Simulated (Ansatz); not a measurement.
```xyz
4

N    -0.0005   -0.0215    0.0765
H     0.9472    0.0340   -0.2489
H    -0.5057    0.8251   -0.2544
H    -0.4459   -0.8553   -0.2864
```

Basis set: cc-pVDZ (spherical functions). Left uncorrelated: 1 orbital. Charge 0, multiplicity 1.

Computed with Ansatz (development build ahead of 0.2.0); each method stands on the lowest determinant of its kind that the runs found. Restricted open shells among the atoms or ions are ROHF, correlated in semicanonical orbitals with singles.

The atomization energy at this shape (free ground-state atoms in the same class of orbitals less the molecule, no zero-point energy) of singlet NH₃:

```json
{"method": "RHF-MP2", "atomization energy": "11.45 eV"}
```

Q: What does RHF give?

A: 8.37 eV.
